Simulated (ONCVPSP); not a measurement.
**nitrogen, ONCV: configuration errors across variants**

```json
{
  "Element": "nitrogen",
  "Generator": "ONCVPSP 4.0.1",
  "Type": "optimised norm-conserving Vanderbilt (ONCV)",
  "Functional": "LDA (Perdew-Wang 92)",
  "Relativity": "scalar-relativistic",
  "Frozen core": "[He]",
  "Valence charge": "5",
  "Reference configuration": "2s2 2p3",
  "Partial waves": "2s: rc 1.10 bohr, ncon 4, nbas 8, qcut 5 1/bohr, local; 2p: rc 1.85 bohr, ncon 4, nbas 8, qcut 7.1 1/bohr, 2 projectors, debl 3.3 Ha; d scattering state at 0.05 Ha: rc 2.00 bohr, ncon 4, nbas 7, qcut 4.1 1/bohr, 1 projector",
  "Local potential": "the s channel",
  "Core correction": "Teter function fitted to the true core (icmod 2), fcfact 0.45"
}
```

All-electron excitation energies from the reference (eV): (1) 2s2 2p2 13.731; (2) 2s2 2p1 42.703; (3) 2s2 2p0 89.873; (4) 2s2 2p2.5 5.166.

Errors AE − PS in meV (a dash: test not solved or not reliable):

```tsv
change	(1)	(2)	(3)	(4)	bound ghosts	GHOST(+) flags above zero
base	+49	+397	+1513	+7.7	none	none
p: rc 1.24	+18	+157	+645	+2.7	none	none
p: rc 1.46	+26	+224	+898	+4.0	none	none
p: rc 1.6	+33	+280	+1102	+5.1	none	none
p: rc 1.74	+42	+343	+1328	+6.6	none	none
p: rc 1.96	+58	+460	+1733	+9.2	none	none
p: rc 2.04	+64	+503	+1880	+10	none	none
p: rc 2.34	+93	+707	+2552	+15	none	none
p: rc 2.52	+112	+838	+2993	+18	none	none
p: rc 2.66	+131	+966	+3374	+22	none	none
```

Q: Give the same row for: p: rc 2.2.

A: +79, +612, +2239, +13; bound ghosts: none; GHOST(+) flags above zero: none.
